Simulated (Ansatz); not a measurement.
`CC(C)(C)N[Si](Cl)(Cl)Cl` → `[CH2]` (triplet) + `CC(C)N[Si](Cl)(Cl)Cl`  (formal loss of a carbene)

Gas-phase electronic energies from Ansatz, PBE0-D4/def2-TZVP geometries. CCSD(T)/CBS adds triple-zeta CCSD(T) − MP2 to the extrapolated MP2 energy (def2 sets, frozen cores). This one scheme is used for every species. DFT in def2-TZVPP. Triplets are unrestricted, without spin–orbit coupling. Each species was taken in one conformer, which may not be the lowest.

```
             level  ΔE (kcal/mol)
            PBE-D4          106.4
           PBE0-D4          104.5
           ωB97X-V          108.1
            r2SCAN           99.0
             BHLYP           96.7
     HF/def2-TZVPP           66.5
    MP2/def2-QZVPP          108.8
SCS-MP2/def2-QZVPP          108.2
```

**Question.** What does CCSD(T)/CBS give? (Estimate.)

**Answer.** Ansatz gave: +106.1 kcal/mol. The listed levels differ from it by 0.3, -1.6, 2.0, -7.1, -9.4, -39.6, 2.7, 2.1 kcal/mol.

Largest T1 diagnostic among the species: 0.011.

From PBE to PBE0 (25 % exact exchange), in def2-TZVPP and without D4, ΔE moves by −1.5 kcal/mol. In def2-TZVPP, CCSD(T) changes the Hartree–Fock value by +37.1 kcal/mol (the triples alone add +3.4 kcal/mol) and MP2 by +40.9 kcal/mol. Leaving LDA and LC-ωPBE aside and taking each functional with its dispersion term where it has one, the values, not all of them listed here, spread over 9.0 kcal/mol, from r2SCAN0-D4 to ωB97X-V. LDA lies +20.8 kcal/mol from PBE without D4.

CCSD(T)/CBS has its own doubt, a few kJ/mol and more with outer-core shells, so smaller differences from it don't rank the levels.
